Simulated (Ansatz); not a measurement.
A series at Si: from chlorotrimethylsilane, ligands are replaced one by one, each step taking up HCl and setting free CH₄; n counts the steps. Ansatz, PBE0-D4/def2-TZVP geometries.

CBS adds triple-zeta CCSD(T) − MP2 to the MP2 limit, frozen cores; atoms without spin–orbit coupling. 

```
n            molecule  atomization energy, CCSD(T)/CBS (kJ/mol)
0     `C[Si](C)(C)Cl`                                    5269.1
1    `C[Si](C)(Cl)Cl`                                         ?
2   `C[Si](Cl)(Cl)Cl`                                    2851.2
3  `Cl[Si](Cl)(Cl)Cl`                                    1619.8
```

Problem. By hand: fit a straight line y = ȳ + b (n − n̄) to the 3 given rows and predict n = 1.

Solution. n̄ = 1.667, ȳ = 3246.70; Σ(n − n̄)(y − ȳ) = -5671.70, Σ(n − n̄)² = 4.667, so b = -1215.28 kJ/mol a step. Prediction: 3246.70 + (-1215.28) × (-0.667) = 4057.3 kJ/mol.

Problem. By hand: compare with the computed value, 4067.4 kJ/mol, and give the steps along the whole series.

Solution. The line misses by 10.1 kJ/mol (computed minus predicted). Steps: -1201.7, -1216.2, -1231.4 kJ/mol.

The steps differ by up to 29.7 kJ/mol, small against a whole step but well beyond the method's doubt, so the ligands' effects don't simply add. The miss is 0.3 % of the series' range. The energies themselves are unsure by some kJ/mol a bond, though much of that is common to the series.
